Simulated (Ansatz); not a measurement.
```xyz
12

O    -1.643    0.041   -1.173
Si   -0.884    1.340   -0.524
N     0.340    0.731    0.541
Si    0.565   -0.922    0.895
O     0.626   -1.833   -0.473
Cl    2.338   -1.064    1.927
H    -1.094   -0.692   -1.467
H    -1.933    2.115    0.179
H    -0.238    2.214   -1.541
H     1.003    1.378    0.942
H    -0.506   -1.535    1.694
H     1.427   -1.775   -1.000
```

The species carries charge 0 and has multiplicity 1.

(1) List the r2SCAN/def2-TZVPP orbital energies in eV (Ansatz 0.2.0). (Estimate.)

Answers

(1) The calculation gave: Occupied: -2753.43, -1792.72, -1791.77, -516.44, -515.89, -385.11, -254.84, -193.37, -193.24, -193.24, -142.95, -142.08, -97.88, -97.80, -97.75, -96.99, -96.94, -96.92, -27.10, -26.51, -22.56, -21.49, -14.98, -14.54, -12.80, -12.75, -11.36, -10.56, -10.10, -9.66, -9.38, -9.01, -8.72, -8.35, -8.26, -7.91, -6.90. Lowest empty: -0.19, 0.24, 0.66, 0.70, 1.65, 1.84, 2.04, 2.28.
